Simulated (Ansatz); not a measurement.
`CC(C)BS` + H₂ → `BS` + propane at 500 K and 1 bar (hydrogenolysis of a B–C bond).

Calculated with Ansatz (gas phase, PBE0-D4/def2-TZVP geometries, no zero-point term in ΔE). CBS: MP2 limit from def2 TZ/QZ plus the TZ coupled-cluster correction, frozen cores. This one scheme is used for every species. Each species was taken in one conformer, which may not be the lowest.

```csv
species,CCSD(T)/CBS energy (Eh),H − E (kJ/mol),S (J/(mol·K))
`CC(C)BS`,-542.17847,355.5,423.8
H₂,-1.17544,41.0,145.5
`BS`,-424.38198,102.0,273.9
`CCC`,-118.98051,304.1,314.1
```

H − E and S are ideal-gas, rigid-rotor, harmonic terms from PBE0-D4/def2-TZVP, for one conformer and one mirror image of each species. The MP2-based limit puts H₂ 0.8 mEh under its directly extrapolated value; such offsets cancel only in part. 1 Eh = 2625.50 kJ/mol, R = 8.31446 J/(mol·K).

By hand: ΔE, ΔH, ΔS and ΔG.

ΔE = (-424.38198) + (-118.98051) − (-542.17847) − (-1.17544) = -0.00858 Eh = -22.5 kJ/mol. Δ(H − E) = 102.0 + 304.1 − 355.5 − 41.0 = 9.6, so ΔH = -12.9 kJ/mol. ΔS = 273.9 + 314.1 − 423.8 − 145.5 = 18.7 J/(mol·K). ΔG = -12.9 − 500 × (18.7)/1000 = -22.2 kJ/mol.

By hand: the equilibrium constant, and the temperature at which ΔG would vanish if ΔH and ΔS stayed fixed.

log₁₀ K = −ΔG/(RT ln 10) = 2.3. ΔH and −TΔS have one sign here, so there is no such temperature.

TΔS isn't small against ΔH here. A doubt of 5 kJ/mol in ΔE shifts log₁₀ K by 0.5 here. Other conformers and mirror images would add mixing entropy, several J/(mol·K) or more a flexible species. Modes under 60 cm⁻¹, often nearly free rotors, make the harmonic entropy too high. These are equilibria of isolated gas molecules and say nothing of rates. Largest T1 diagnostic: 0.015 (customary marks: 0.02 for closed shells, 0.045 for open ones).
